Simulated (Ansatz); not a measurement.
Start from `F[Si](F)(Cl)[SiH](Cl)Cl` and change one atom or group to get `F[Si](F)(Cl)N[SiH2]Cl`.

Ansatz, PBE0-D4/def2-TZVP geometries, multiplicity 1. Each molecule was computed in one conformer, which needn't be the lowest.

| property | `F[Si](F)(Cl)[SiH](Cl)Cl` |
| --- | --- |
| size of the dipole moment (ωB97M-V/def2-TZVPP) / D | 0.94 |
| HOMO–LUMO gap (PBE/def2-TZVPP) / eV | 5.62 |
| LUMO energy (B3LYP/def2-TZVPP) / eV | -1.20 |
| size of the dipole moment (B3LYP/def2-TZVPP) / D | 0.95 |
| HOMO energy (ωB97M-V/def2-TZVPP) / eV | -10.86 |
| LUMO energy (PBE0/def2-TZVPP) / eV | -1.06 |

(1) Give the same properties after the change, and the shifts. (Best estimate.)

Answers

(1) Ansatz gave: 
| property | `F[Si](F)(Cl)N[SiH2]Cl` | shift |
| --- | --- | --- |
| size of the dipole moment (ωB97M-V/def2-TZVPP) / D | 2.03 | 1.09 |
| HOMO–LUMO gap (PBE/def2-TZVPP) / eV | 6.54 | 0.92 |
| LUMO energy (B3LYP/def2-TZVPP) / eV | -0.28 | 0.92 |
| size of the dipole moment (B3LYP/def2-TZVPP) / D | 2.04 | 1.09 |
| HOMO energy (ωB97M-V/def2-TZVPP) / eV | -11.19 | -0.33 |
| LUMO energy (PBE0/def2-TZVPP) / eV | -0.03 | 1.03 |

With PBE0 the HOMO falls by 0.07 eV and the LUMO rises by 1.03 eV, so the gap widens by about 1.10 eV. PBE moves the HOMO by 0.08 eV and ωB97M-V by -0.33 eV. Dipoles are sizes alone; their direction can turn.

B3LYP here is the variant with VWN-RPA as its local correlation; programs differ in this.
